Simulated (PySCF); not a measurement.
tert-butyl 2-methylpropanoate (C8H16O2), SMILES CC(C)C(=O)OC(C)(C)C.

The structure is a stationary point at B3LYP-D3(BJ)/def2-SVP. One conformer was computed; it need not be the lowest.

These are PBE/def2-SVP in PySCF values and carry that method's errors.

Symmetry labels are those of the subgroup Cs that the program uses (full group Cs).

Computed valence orbital energies around the gap with their symmetry:
| orbital | symmetry | energy (eV) |
|---|---|---|
| HOMO−7 | A" | -8.74 |
| HOMO−6 | A" | -8.38 |
| HOMO−5 | A' | -8.36 |
| HOMO−4 | A" | -8.13 |
| HOMO−3 | A' | -8.00 |
| HOMO−2 | A' | -7.67 |
| HOMO−1 | A" | -6.88 |
| HOMO | A' | -5.71 |
| LUMO | A" | -0.53 |
| LUMO+1 | A' | 0.65 |
| LUMO+2 | A' | 1.34 |
| LUMO+3 | A' | 1.48 |
